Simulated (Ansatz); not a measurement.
Start from `C[N]([SiH3])[AlH][F]` and change one atom or group to get `CN[SiH3]`.

Ansatz, PBE0-D4/def2-TZVP geometries, multiplicity 1. Each molecule was computed in one conformer, which needn't be the lowest.

```
                                          property  `C[N]([SiH3])[AlH][F]`
              HOMO–LUMO gap (PBE0/def2-TZVPP) / eV                    6.88
size of the dipole moment (ωB97M-V/def2-TZVPP) / D                    2.02
                HOMO energy (PBE0/def2-TZVPP) / eV                   -7.38
    size of the dipole moment (PBE/def2-TZVPP) / D                    2.02
                 LUMO energy (PBE/def2-TZVPP) / eV                   -1.26
           HOMO–LUMO gap (ωB97M-V/def2-TZVPP) / eV                   10.70
```

Question: Give the same properties after the change, and the shifts. (Best estimate.)

Answer: Ansatz gave: 
```
                                          property  `CN[SiH3]`  shift
              HOMO–LUMO gap (PBE0/def2-TZVPP) / eV        7.27   0.39
size of the dipole moment (ωB97M-V/def2-TZVPP) / D        1.27  -0.75
                HOMO energy (PBE0/def2-TZVPP) / eV       -6.79   0.59
    size of the dipole moment (PBE/def2-TZVPP) / D        1.29  -0.73
                 LUMO energy (PBE/def2-TZVPP) / eV       -0.36   0.90
           HOMO–LUMO gap (ωB97M-V/def2-TZVPP) / eV       11.15   0.45
```

With PBE0 the HOMO rises by 0.59 eV and the LUMO rises by 0.97 eV, so the gap widens by about 0.38 eV. PBE moves the HOMO by 0.68 eV and ωB97M-V by 0.53 eV. Dipoles are sizes alone; their direction can turn.
